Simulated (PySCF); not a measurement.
Ionisation energy of Cd²⁶⁺ by level of theory

Cd²⁶⁺ [Ar] 3d4 (5D) → Cd²⁷⁺ [Ar] 3d3 (4F), as a difference of total energies. All numbers are calculated (PySCF 2.14, the non-relativistic Hamiltonian (point nucleus), in an uncontracted even-tempered set (17 s from 3.4 bohr⁻², ratio 2.5; 11 p from 4.4 bohr⁻², ratio 2.5; 8 d from 4.4 bohr⁻², ratio 2.5; 4 f from 17 bohr⁻², ratio 2.7; 3 g from 25 bohr⁻², ratio 2.7)). Correlated levels: outer shells: [Ne] frozen; virtual orbitals above 40 to 60 times the deepest correlated orbital energy dropped. The calculations carry no spin-orbit coupling.

```tsv
method	ionisation energy (eV)
UHF	1402.1
LDA	1402.5
PBE	1401.7
PBE0	1402.2
r2SCAN	1401.6
TPSSh	1401.2
BP86	1401.7
MP2 (outer shells)	1402.6
SCS-MP2 (outer shells)	1402.2
```

A first-order spin-orbit estimate (lowest level to lowest level, LS coupling) adds -1.856 eV.

All relativistic terms are absent from these numbers, so their closeness to the reference says little about the methods.

For comparison: 1401 ± 4 eV (theoretical estimate listed by NIST; NIST Atomic Spectra Database, ionization energies).
